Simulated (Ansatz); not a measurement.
`PO[AsH2]` + H₂ → PH₃ + `O[AsH2]` at 500 K and 1 bar (hydrogenolysis of a P–O bond).

Gas-phase electronic energies from Ansatz, PBE0-D4/def2-TZVP geometries. CBS: MP2 limit from def2 TZ/QZ plus the TZ coupled-cluster correction, frozen cores. This one scheme is used for every species. For As outer-core shells are correlated without core-valence functions, which leaves a few kJ/mol of doubt a bond. Scalar relativity is left out up to krypton. One conformer a species, not always the lowest.

| species | CCSD(T)/CBS energy (Eh) | H − E (kJ/mol) | S (J/(mol·K)) |
| --- | --- | --- | --- |
| `PO[AsH2]` | -2653.50583 | 133.7 | 376.6 |
| H₂ | -1.17544 | 41.0 | 145.5 |
| PH₃ | -342.72256 | 81.5 | 231.4 |
| `O[AsH2]` | -2311.97217 | 101.4 | 296.8 |

H − E and S are ideal-gas, rigid-rotor, harmonic terms from PBE0-D4/def2-TZVP, for one conformer and one mirror image of each species. For small species the MP2-based limit differs from directly extrapolated CCSD(T) by up to some mEh (0.8 for H₂); such offsets cancel only in part. 1 Eh = 2625.50 kJ/mol, R = 8.31446 J/(mol·K).

Problem. By hand: ΔE, ΔH, ΔS and ΔG.

Solution. ΔE = (-342.72256) + (-2311.97217) − (-2653.50583) − (-1.17544) = -0.01346 Eh = -35.3 kJ/mol. Δ(H − E) = 81.5 + 101.4 − 133.7 − 41.0 = 8.2, so ΔH = -27.1 kJ/mol. ΔS = 231.4 + 296.8 − 376.6 − 145.5 = 6.1 J/(mol·K). ΔG = -27.1 − 500 × (6.1)/1000 = -30.2 kJ/mol.

Problem. By hand: the equilibrium constant, and the temperature at which ΔG would vanish if ΔH and ΔS stayed fixed.

Solution. log₁₀ K = −ΔG/(RT ln 10) = 3.2. ΔH and −TΔS have one sign here, so there is no such temperature.

The number of gas molecules stays the same, so ΔS is small and ΔH decides. A doubt of 5 kJ/mol in ΔE shifts log₁₀ K by 0.5 here. Other conformers and mirror images would add mixing entropy, several J/(mol·K) or more a flexible species. Modes under 60 cm⁻¹, often nearly free rotors, make the harmonic entropy too high. These are equilibria of isolated gas molecules and say nothing of rates. Largest T1 diagnostic: 0.013 (customary marks: 0.02 for closed shells, 0.045 for open ones).

ΔS is within the doubt of such terms, so its sign, and with it that verdict, could turn.
